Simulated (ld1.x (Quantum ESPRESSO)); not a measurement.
## antimony: variants of one TM potential

Base potential:

```json
{"Element": "antimony (Sb)", "Generator": "ld1.x (Quantum ESPRESSO) 7.5", "Type": "norm-conserving Troullier–Martins (Kleinman–Bylander form)", "Functional": "PBE", "Relativity": "fully relativistic", "Frozen core": "[Ar] 3d10", "Valence charge": "23", "Reference configuration": "4s2 4p6 4d10 5s1.5 5p3.5", "Partial waves": "4s (bound): rc 1.05 bohr; 4p (bound): rc 1.50 bohr; 4d (bound): rc 1.15 bohr", "Local potential": "the d channel", "Core correction": "a·sin(br)/r model core inside 0.80 bohr"}
```

Open shells are filled in proportion to 2j + 1 (rel_dist='average').

Occupied shells without a wave of their own: 5p, 5s. They enter only through the test configuration that unscreens the potential, and ld1.x also counts them in the model core charge.

All-electron outer shells of the reference configuration (PBE, scalar-relativistic, ld1.x):

```json
{"shell": "3p", "level (eV)": "-751.14", "outermost node (bohr)": "0.13", "outermost maximum (bohr)": "0.29"}
{"shell": "3d", "level (eV)": "-516.61", "outermost node (bohr)": "–", "outermost maximum (bohr)": "0.24"}
{"shell": "4s", "level (eV)": "-149.58", "outermost node (bohr)": "0.39", "outermost maximum (bohr)": "0.73"}
{"shell": "4p", "level (eV)": "-102.53", "outermost node (bohr)": "0.39", "outermost maximum (bohr)": "0.76"}
{"shell": "4d", "level (eV)": "-34.22", "outermost node (bohr)": "0.38", "outermost maximum (bohr)": "0.84"}
{"shell": "5s", "level (eV)": "-13.24", "outermost node (bohr)": "0.95", "outermost maximum (bohr)": "1.88"}
{"shell": "5p", "level (eV)": "-5.12", "outermost node (bohr)": "1.04", "outermost maximum (bohr)": "2.32"}
```

Cutoffs, loose and tight: the cutoffs (Ry, on a coarse ladder) from which the occupation-weighted sum of valence levels, in a spherical-Bessel basis at the reference potential, stays within 10 and 1 mRy of its value at 400 Ry. They do not see the model core or the augmentation charge, which bear on the density cutoff. Test errors are all-electron minus pseudo excitation energies from the reference, over the configurations 4s2 4p6 4d10 5s2 5p3; 4s2 4p6 4d10 5s2 5p2; 4s2 4p6 4d10 5s2 5p1; 4s2 4p6 4d10 5s2 5p2.5; 4s2 4p6 4d9 5s2 5p4; 4s2 4p5 4d10 5s2 5p3; 4s1 4p6 4d10 5s2 5p3. A dash means not determined; rows that change the core or the reference have their own tests.

With those shells counted twice in exchange and correlation these files are broken, and their errors move erratically; no question is asked of them.

Cutoffs are not given where the Bessel-basis levels miss the radial ones by over 6 mRy, ghosts where they miss by over 20 mRy; a channel whose overlap is not positive is not tested.

| change | outcome | cutoff, loose | cutoff, tight | bound ghosts | largest test error (meV) |
| --- | --- | --- | --- | --- | --- |
| base | generated, misses its reference levels by 0.75 eV | 160 Ry | 260 Ry | none | -1159 |
| all radii but the core radius scaled by about 0.77 (s 0.80, p 1.16, d 0.88 bohr) | generated, misses its reference levels by 0.75 eV | – | – | not determined | -899 |
| all radii but the core radius scaled by about 0.82 (s 0.86, p 1.22, d 0.94 bohr) | generated, misses its reference levels by 0.75 eV | – | – | none | -972 |
| all radii but the core radius scaled by about 0.88 (s 0.92, p 1.32, d 1.00 bohr) | generated, misses its reference levels by 0.75 eV | – | – | none | -1096 |
| all radii but the core radius scaled by about 0.96 (s 1.02, p 1.44, d 1.10 bohr) | generated, misses its reference levels by 0.75 eV | – | – | none | -1176 |
| all radii but the core radius scaled by about 1.10 (s 1.16, p 1.66, d 1.26 bohr) | generated, misses its reference levels by 1.21 eV | 140 Ry | 200 Ry | none | +938 |
| all radii but the core radius scaled by about 1.18 (s 1.24, p 1.78, d 1.36 bohr) | generated, misses its reference levels by 2.02 eV | 110 Ry | 180 Ry | none | +1417 |
| all radii but the core radius scaled by about 1.24 (s 1.30, p 1.86, d 1.42 bohr) | generated, misses its reference levels by 2.78 eV | 100 Ry | 160 Ry | none | +1902 |
| all radii but the core radius scaled by about 1.31 (s 1.38, p 1.96, d 1.50 bohr) | generated, misses its reference levels by 3.76 eV | 100 Ry | 160 Ry | none | +2668 |
| all radii but the core radius scaled by about 1.37 (s 1.44, p 2.04, d 1.58 bohr) | generated, misses its reference levels by 5.22 eV | – | – | none | +3364 |

Reading the sweep of the scale of all radii but the core radius (base = 1) (base included, trends over the rows without a ghost): The loose cutoff falls from 160 Ry at 1 to 100 Ry at 1.31. A larger radius leaves more room for a smooth pseudo-wave, so fewer plane waves are needed; a smaller one forces it to follow the all-electron wave where it bends sharply. The median size of the test errors (rows with all tests solved) rises from 92.0 meV at 0.82 to 2721.5 meV at 1.37. More of the atom is replaced by a form fitted at one configuration, so other configurations suffer as the radius grows.
